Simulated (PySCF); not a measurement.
# Electron correlation in I (iodine, neutral)

[Kr] 4d10 5s2 5p5, 2P determinant. Calculation: PySCF 2.14, in x2c-TZVPPall with one added diffuse shell each of s, p, d, f type (9s7p5d3f, 76 functions); the spin-free X2C one-electron Hamiltonian (Gaussian nucleus). Frozen: [Ar] 3d10; 25 electrons correlated.

```json
{"level": "CCSD", "correlation energy (mhartree)": "-566.65"}
{"level": "(T)", "correlation energy (mhartree)": "-10.64"}
{"level": "CCSD(T)", "correlation energy (mhartree)": "-577.29"}
```

Diagnostics: T1 = 0.0059, D1 = 0.0310, largest double amplitude 0.038.

Cost of the coupled-cluster step: roughly 60 core-seconds, for 25 correlated electrons.

This basis was not built for core-valence correlation, so the inner-shell part is incomplete.
